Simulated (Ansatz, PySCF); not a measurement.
This PySCF input computes a B3LYP/def2-TZVPD energy:

```python
from pyscf import gto, scf, dft

mol = gto.M(
    atom='''
    Ge   -0.00263055   -0.00149746    0.06746787
    H     0.01752085   -1.13988723   -1.10627570
    H     0.06665674    1.18780607   -1.05269626
    ''',
    basis='def2-tzvpd',
    charge=-1,
    spin=1,
    verbose=4,
)

mf = dft.UKS(mol, xc='b3lyp').density_fit(auxbasis='def2-universal-jkfit')
mf.grids.level = 3
mf.conv_tol = 1e-9
mf.max_cycle = 100
mf.max_memory = 1500
mf.kernel()
if not mf.converged:
    mf = mf.newton()
    mf.kernel(mf.make_rdm1())
for _ in range(2):
    mo, _, stable, _ = mf.stability(return_status=True)
    if stable:
        break
    mf.kernel(mf.make_rdm1(mo, mf.mo_occ))
mf.analyze()
```

Q: Write an input for the same energy in Ansatz (an electronic-structure program) and say what it gives.

A: 
Ansatz 0.2 input:
```yaml
crystal:
  periodic: [false, false, false]
  atoms:
    - {symbol: Ge, position_ang: [-0.00263055, -0.00149746, 0.06746787]}
    - {symbol: H, position_ang: [0.01752085, -1.13988723, -1.10627570]}
    - {symbol: H, position_ang: [0.06665674, 1.18780607, -1.05269626]}
basis:
  gaussian:
    orbitals: def2-TZVPD
hamiltonian:
  xc: {name: B3LYP}
total_charge: -1
magnetization: {spin_polarized: true, initial_magnetization: 1}
output: {forces: true}
```
It gives -2078.23189 Eh, and PySCF -2078.23194 Eh, a difference of 0.05 mEh, from the treatment of integrals and grids.
